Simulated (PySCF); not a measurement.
## Peak assignment

Mapped SMILES: `[CH3:1]/[CH:2]=[P:3]\[C:4]([F:5])=[C:6]([F:7])[F:8]` (H(Xn): hydrogen on atom n).

Averaged over atoms made equivalent by symmetry, fast rotation or ring inversion, no solvent, non-relativistic Hamiltonian, one conformer. Shielding tensors at PBE0/pcSseg-1 (GIAO); structure optimised with GFN2-xTB; PySCF 2.14.0 with density-fitted response routines.

Scale: TMS for $^{13}$C (σref 186.93), $^{1}$H (σref 31.72) (reference shieldings calculated alike).

Task: Assign these signals to the numbered atoms. $^{13}$C{$^{1}$H} NMR (computed): δ 206.2 (CH), 170.2 (C), 139.3 (C), 28.4 (CH3).

Result: 
206.2 → C2, carbon double-bonded to a heavier main-group atom
170.2 → C6, fully substituted alkene carbon
139.3 → C4, fully substituted alkene carbon: as expected for a trigonal carbon in a double bond
28.4 → C1, methyl carbon: aliphatic region, no heteroatom directly attached

Task: Assign these signals to the numbered atoms. $^{1}$H NMR (400 MHz, computed): δ 8.91 (m, 1H), 2.61 (m, 3H).

Result: 
8.91 → H(C2), hydrogen on a carbon double-bonded to a heavier main-group atom
2.61 → H(C1), hydrogen on a methyl carbon

Splittings by $^{19}$F and $^{31}$P in the carbon and heteronuclear signals aren't shown, as no couplings were computed. Shifts are as computed. Against solution values, carbons near 30 ppm lie about +3 ppm off and those near 130 ppm about +5 ppm. Of 1211 compounds with measured shifts, 218 miss one by over three times the rms of a fit or turn the order of signals round; such compounds aren't used in these exercises. No couplings were computed; multiplicities are counted from neighbouring protons, with m where these are inequivalent, close in shift, in a saturated or five-membered ring or joined by F or P, and br s for small geminal =CH2 splittings.
